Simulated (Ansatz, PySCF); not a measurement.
SnF4, SMILES [F][Sn]([F])([F])[F]. Atoms are numbered in the order given.

```xyz
5

F      1.0983    -1.0983     1.0983
Sn     0.0000     0.0000     0.0000
F     -1.0983    -1.0983    -1.0983
F     -1.0983     1.0983     1.0983
F      1.0983     1.0983    -1.0983
```
Charge 0, spin multiplicity 1.

The structure is a stationary point at PBE0-D3(BJ)/def2-SVP. The isomer is the one that the SMILES or the coordinates give; other isomers of the formula were not compared. The def2 effective core potentials stand for the cores of Sn; spin–orbit coupling is left out.

Two levels are set side by side: PBE-D3(BJ)/def2-SVP (Ansatz, a program for electronic structure) and PBE0-D3(BJ)/def2-SVP (Ansatz). Each level has its own optimised geometry; the coordinates shown are those of the second. Frequencies come from the Hessian of PySCF at each geometry. Differences are taken from unrounded values.

| quantity | PBE0-D3(BJ) | PBE-D3(BJ) | PBE-D3(BJ) minus PBE0-D3(BJ) |
|---|---|---|---|
| mean bond length (Å) | 1.902 | 1.928 | 0.026 |
| bond F1–Sn2 (Å) | 1.902 | 1.928 | 0.026 |
| bond Sn2–F3 (Å) | 1.902 | 1.928 | 0.026 |
| bond Sn2–F4 (Å) | 1.902 | 1.928 | 0.026 |
| bond Sn2–F5 (Å) | 1.902 | 1.928 | 0.026 |
| highest harmonic wavenumber (cm⁻¹) | 695 | 655 | -40 |
| mean harmonic wavenumber (cm⁻¹) | 395 | 370 | -24 |
| zero-point energy (kcal/mol) | 5.08 | 4.77 | -0.31 |

Exact exchange shortens and stiffens bonds; PBE has none. Differences between two approximate levels are no errors against the true value.
